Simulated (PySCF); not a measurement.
Cl2HOSb. Atoms are numbered in the order given.

```xyz
5

Sb     0.3967    -0.4198     0.0000
Cl    -0.2541     1.0362    -1.7891
Cl    -0.2541     1.0362     1.7891
O     -1.1948    -1.5900     0.0000
H     -2.0349    -1.1035     0.0000
```
Charge 0, spin multiplicity 1.

Coordinates come from a B3LYP-D3(BJ)/def2-SVP optimisation. The def2 effective core potentials stand for the cores of Sb; spin–orbit coupling is left out. Other conformers were not sampled.

All values below come from B3LYP-D3(BJ)/def2-SVP (PySCF).

Frequencies are harmonic and unscaled.

Question: Estimate the vibrational spectrum. (An estimate is asked for; the answer gives what the named calculation found.)

Answer: 
```tsv
mode	ν (cm⁻¹)	IR (km/mol)	moving atoms (share of kinetic energy)
1	111	14.4	H 40 %, O 36 %, Cl 19 %
2	121	2.4	Cl 84 %, Sb 12 %
3	175	15.5	O 48 %, Cl 25 %, Sb 19 %, H 9 %
4	272	117.6	H 58 %, O 36 %
5	349	83.8	Cl 74 %, Sb 26 %
6	361	36.5	Cl 78 %, Sb 22 %
7	622	91.3	O 87 %, Sb 12 %
8	851	53.6	H 92 %
9	3788	86.6	H 94 %
```
